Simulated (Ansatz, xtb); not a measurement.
## C7H9N: which of two isomers lies lower

Structure I: `C=C[C@@H]1CC[C@@H]1C#N`, a singlet. Structure II: `C=CC1(C#N)CCC1`, a singlet. Both are isolated molecules in the gas phase, relaxed with r2SCAN-D4/def2-SVP; the shapes shown needn't be the lowest conformers.

I (Å):

```yaml
atoms:
  - { symbol: C, position_ang: [-0.1781, -2.4717, -0.6585] }
  - { symbol: C, position_ang: [-0.2861, -1.3266, 0.0256] }
  - { symbol: C, position_ang: [-1.2454, -0.2360, -0.2996] }
  - { symbol: C, position_ang: [-0.7227, 1.2105, -0.5232] }
  - { symbol: C, position_ang: [-1.9828, 1.7529, 0.1803] }
  - { symbol: C, position_ang: [-2.1810, 0.3488, 0.8303] }
  - { symbol: C, position_ang: [-1.6062, 0.2503, 2.1620] }
  - { symbol: N, position_ang: [-1.1233, 0.1817, 3.2191] }
  - { symbol: H, position_ang: [-0.8196, -2.6834, -1.5217] }
  - { symbol: H, position_ang: [0.5543, -3.2355, -0.3820] }
  - { symbol: H, position_ang: [0.3699, -1.1454, 0.8885] }
  - { symbol: H, position_ang: [-1.8939, -0.5341, -1.1406] }
  - { symbol: H, position_ang: [0.1827, 1.3926, 0.0786] }
  - { symbol: H, position_ang: [-0.5263, 1.5189, -1.5613] }
  - { symbol: H, position_ang: [-2.8005, 1.9567, -0.5274] }
  - { symbol: H, position_ang: [-1.8745, 2.6073, 0.8634] }
  - { symbol: H, position_ang: [-3.2070, -0.0547, 0.8575] }
```

II (Å):

```yaml
atoms:
  - { symbol: C, position_ang: [-3.4751, 0.9188, -0.4959] }
  - { symbol: C, position_ang: [-2.3818, 1.1579, -1.2251] }
  - { symbol: C, position_ang: [-0.9983, 1.3748, -0.6710] }
  - { symbol: C, position_ang: [-0.5345, 2.7154, -1.0354] }
  - { symbol: C, position_ang: [-0.6927, 1.0687, 0.8313] }
  - { symbol: C, position_ang: [0.6598, 0.4610, 0.4018] }
  - { symbol: C, position_ang: [0.1022, 0.3069, -1.0283] }
  - { symbol: N, position_ang: [-0.1620, 3.7788, -1.3276] }
  - { symbol: H, position_ang: [-3.4452, 0.8794, 0.5977] }
  - { symbol: H, position_ang: [-4.4462, 0.7612, -0.9732] }
  - { symbol: H, position_ang: [-2.4522, 1.2115, -2.3197] }
  - { symbol: H, position_ang: [-0.6981, 1.9181, 1.5300] }
  - { symbol: H, position_ang: [-1.3852, 0.2934, 1.1927] }
  - { symbol: H, position_ang: [1.4687, 1.2069, 0.4405] }
  - { symbol: H, position_ang: [0.9933, -0.4516, 0.9177] }
  - { symbol: H, position_ang: [-0.3855, -0.6685, -1.1799] }
  - { symbol: H, position_ang: [0.7576, 0.5285, -1.8835] }
```

Quicker runs give these differences E(II) − E(I): GFN2-xTB +0.33 kcal/mol; HF/STO-3G +1.85 kcal/mol (at GFN2-xTB geometries); r2SCAN-D4/def2-SVP//GFN2-xTB +1.98 kcal/mol.

Problem. Estimate E(II) − E(I) at the level CCSD(T)/def2-SVP + ΔMP2/def2-TZVPP.

Solution. CCSD(T)/def2-SVP + ΔMP2/def2-TZVPP gives E(II) − E(I) = +0.97 kcal/mol, slightly favouring structure I, which is too small a margin to settle the true order.

The same difference at several levels:

```
                             level            geometry  E(II) − E(I) (kcal/mol)  departure from the last row (kcal/mol)  job, with rough time for the two
                          GFN2-xTB            GFN2-xTB                     +0.33                                   −0.63               optimisation, 0.3 s
                         HF/STO-3G            GFN2-xTB                     +1.85                                   +0.88              single point, 0.58 s
      r2SCAN-D4/def2-SVP//GFN2-xTB            GFN2-xTB                     +1.98                                   +1.02               single point, 7.8 s
                r2SCAN-D4/def2-SVP  r2SCAN-D4/def2-SVP                     +1.84                                   +0.88             optimisation, 2.1 min
                       HF/def2-SVP  r2SCAN-D4/def2-SVP                     +1.97                                   +1.00           part of the CCSD(T) run
                      MP2/def2-SVP  r2SCAN-D4/def2-SVP                     +0.32                                   −0.65           part of the CCSD(T) run
                  CCSD(T)/def2-SVP  r2SCAN-D4/def2-SVP                     +0.48                                   −0.49                      single point
CCSD(T)/def2-SVP + ΔMP2/def2-TZVPP  r2SCAN-D4/def2-SVP                     +0.97                                                     single point, 3.4 min
```

As drawn, both hold the same kinds of bond in the same numbers.

The largest departure from CCSD(T)/def2-SVP + ΔMP2/def2-TZVPP is that of r2SCAN-D4/def2-SVP//GFN2-xTB, 1.02 kcal/mol. The last row adds to CCSD(T) the change of the MP2 difference between the two basis sets, here +0.49 kcal/mol.

With thermal terms from frequencies at re-optimised GFN2-xTB minima (ideal gas, soft modes damped towards free rotors, one conformer each, 298.15 K, 1 atm): on the last row, ΔE + ΔZPE = +0.81, ΔH = +0.89, ΔG = +0.81 kcal/mol.

The correlated steps freeze 8 core orbitals. Mirror images aren't counted in ΔG. Programs: Ansatz 0.2.0, xtb 6.7.1; the last row on 2 threads of Arm Neoverse V2 on a shared host.
